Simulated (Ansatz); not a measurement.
Relative stability

The two ends of one reaction step of AlAsNH₇O₂, singlet (PBE0-D4/def2-TZVP).

A:

```
12
angstrom
Al 0.1867 -0.7866 -0.5425
N 1.9271 -0.5338 -0.5080
O -0.4779 -1.7912 0.6523
O -0.6711 -0.1199 -1.8458
H 0.5249 1.4250 0.9144
As -0.7145 2.1210 1.4737
H 2.4399 -0.0080 -1.1948
H 2.5454 -0.9265 0.1810
H -1.4046 -2.0025 0.7321
H -1.6129 -0.1984 -1.9743
H -1.2987 0.8064 1.9689
H -1.4443 2.0146 0.1431
```

B:

Al1  (-0.238, -0.221, -0.123)
N2  (1.769, -0.138, -0.285)
O3  (-0.218, -1.757, 0.659)
O4  (-0.480, -0.087, -1.825)
H5  (2.213, 0.636, 0.195)
As6  (-0.948, 1.701, 1.244)
H7  (1.988, -0.079, -1.275)
H8  (2.137, -1.009, 0.087)
H9  (-0.963, -2.107, 1.141)
H10  (-1.323, 0.124, -2.219)
H11  (-1.869, 0.857, 2.113)
H12  (-2.068, 2.081, 0.288)
(Å)

Program: Ansatz 0.2.0. Basis: def2-TZVPP. Cores are frozen in the correlated methods. Filled d shells of the heavier atoms are correlated. The def2 sets are not built for correlating such inner shells, so the correlated values are less sure here. B3LYP uses VWN-RPA correlation.

(1) Which structure is lower at CCSD(T), and by how much? (An estimate is asked for; the value comes from the calculation.)

The T1 diagnostic stays at or below 0.012.

Results:

(1) By the calculation: B, by 0.920 eV (electronic energy, against the other). By their contacts, A is a complex of AlNH₄O₂ ([NH2][Al]([OH])[OH]) + AsH₃ and B is AlAsNH₇O₂ ([NH3][Al]([OH])([OH])[AsH2]).

All methods give the same order:

```tsv
method	E(B) − E(A) (eV)
SPW92	-1.050
PBE-D4	-0.922
BLYP-D4	-0.745
r2SCAN-D4	-0.931
B97M-V	-0.832
PBE0-D4	-0.995
B3LYP-D4	-0.820
r2SCAN0-D4	-0.986
BHLYP-D4	-0.894
CAM-B3LYP-D4	-0.837
wB97X-V	-0.910
wB97M-V	-0.886
B2PLYP	-0.853
PBE-QIDH	-1.024
RPA on PBE	-0.866
HF	-0.827
MP2	-0.942
CCSD	-0.902
CCSD(T)	-0.920
```

Labels in which every atom is bracketed show which atoms are joined, not bond orders.

For scale, one of the runs: CCSD(T)/def2-TZVPP, 281 basis functions, launched by `ansatz run in.yaml --threads 8 --pin off --events-out ev --progress --plain --max-ram 19148MiB`. The run took 5.2 min on 8 CPU threads of an Intel Xeon (shared host), with 8.3 GiB of host memory at its peak.
